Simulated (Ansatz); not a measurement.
CBCl2N, SMILES `N#CB(Cl)Cl`, relaxed with RKS PBE0-D4/def2-TZVP in Ansatz 0.2.0 from a PBE-D4/def2-SVP geometry. The force threshold is 0.005 eV/Å; the program also tests the step.

Total charge 0; spin multiplicity 1.

Start:

```xyz
5

N    -0.304    0.511   -2.121
C    -0.142    0.238   -0.990
B     0.070   -0.118    0.491
Cl    0.693    1.097    1.578
Cl   -0.317   -1.728    1.043
```

```tsv
step	energy (eV)	largest force (eV/Å)	largest move (Å)
1	-28240.0734	1.698	0.000
2	-28240.1116	0.232	0.025
3	-28240.1125	0.150	0.016
4	-28240.1125	0.123	0.001
5 (rejected)	-28240.1060	0.281	0.044
6	-28240.1138	0.002	0.015
```

End:

```xyz
5

N    -0.299    0.504   -2.094
C    -0.142    0.237   -0.985
B     0.070   -0.118    0.489
Cl    0.686    1.088    1.561
Cl   -0.315   -1.712    1.030
```

Hardware: 2 threads of an AMD EPYC 7R13 on a shared host. Wall time 22 s, peak host memory 0.42 GiB.
